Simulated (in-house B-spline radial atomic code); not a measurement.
Inner levels of thallium as electrons are removed. A shift is the extra binding of the orbital against the neutral atom ([Xe] 4f14 5d10 6s2 6p1). The density at the nucleus is averaged over the nuclear charge. Computed with an all-electron radial atomic-structure program (B-spline basis): Dirac-Hartree-Fock, average of the configuration, finite nuclei.

```csv
ion,configuration,shift of 2p1/2 (eV),shift of 3p1/2 (eV),shift of 3s1/2 (eV),radius of 2p1/2 (bohr),radius of 3p1/2 (bohr),radius of 3s1/2 (bohr),Σ<r²> (bohr²),change of density at nucleus (bohr⁻³)
Tl46+,[Ar] 3d10 4s2 4p5,2316.74,2226.78,2219.72,0.055898,0.16476,0.1741,1.6371,4191.24
Tl47+,[Ar] 3d10 4s2 4p4,2407.19,2306.33,2299,0.055886,0.1646,0.17394,1.4789,4458.63
Tl48+,[Ar] 3d10 4s2 4p3,2498.56,2386.55,2378.96,0.055874,0.16445,0.17378,1.3237,4727.87
Tl49+,[Ar] 3d10 4s2 4p2,2590.86,2467.45,2459.57,0.055862,0.16429,0.17362,1.1714,4998.87
Tl50+,[Ar] 3d10 4s2 4p1,2684.08,2549.02,2540.84,0.05585,0.16412,0.17345,1.0219,5271.54
Tl51+,[Ar] 3d10 4s2,2778.22,2631.25,2622.77,0.055837,0.16396,0.17328,0.87524,5545.87
Tl52+,[Ar] 3d10 4s1,?,?,?,?,?,?,?,?
Tl53+,[Ar] 3d10,2970.39,2800.9,2786.53,0.055811,0.16359,0.17317,0.60429,-16954.5
Tl54+,[Ar] 3d9,3150.08,2937.85,2921.18,0.055773,0.16281,0.17244,0.56898,-15906.2
Tl55+,[Ar] 3d8,3331.96,3076.12,3057.04,0.055735,0.16204,0.17172,0.53463,-14837.8
Tl56+,[Ar] 3d7,3516.05,3215.71,3194.11,0.055695,0.16126,0.171,0.50121,-13749.2
Tl57+,[Ar] 3d6,3702.32,3356.62,3332.38,0.055654,0.16049,0.17027,0.4687,-12640.4
Tl58+,[Ar] 3d5,?,?,?,?,?,?,?,?
Tl59+,[Ar] 3d4,?,?,?,?,?,?,?,?
Tl60+,[Ar] 3d3,4274.26,3787.22,3754.43,0.055525,0.15821,0.16813,0.37624,-9191.9
Tl61+,[Ar] 3d2,4469.26,3933.38,3897.51,0.055479,0.15745,0.16742,0.34703,-8001.53
```

(1) Fill in the row of Tl52+.

(2) Fill in the row of Tl58+.

(3) Fill in the row of Tl59+.

## Answers

(1) shift of 2p1/2 (eV): 2873.88; shift of 3p1/2 (eV): 2715.77; shift of 3s1/2 (eV): 2704.36; radius of 2p1/2 (bohr): 0.055824; radius of 3p1/2 (bohr): 0.16378; radius of 3s1/2 (bohr): 0.1733; Σ<r²> (bohr²): 0.73862; change of density at nucleus (bohr⁻³): -5579.47.

(2) shift of 2p1/2 (eV): 3890.79; shift of 3p1/2 (eV): 3498.84; shift of 3s1/2 (eV): 3471.86; radius of 2p1/2 (bohr): 0.055612; radius of 3p1/2 (bohr): 0.15973; radius of 3s1/2 (bohr): 0.16956; Σ<r²> (bohr²): 0.43705; change of density at nucleus (bohr⁻³): -11511.3.

(3) shift of 2p1/2 (eV): 4081.44; shift of 3p1/2 (eV): 3642.37; shift of 3s1/2 (eV): 3612.55; radius of 2p1/2 (bohr): 0.055569; radius of 3p1/2 (bohr): 0.15896; radius of 3s1/2 (bohr): 0.16884; Σ<r²> (bohr²): 0.40624; change of density at nucleus (bohr⁻³): -10361.8.
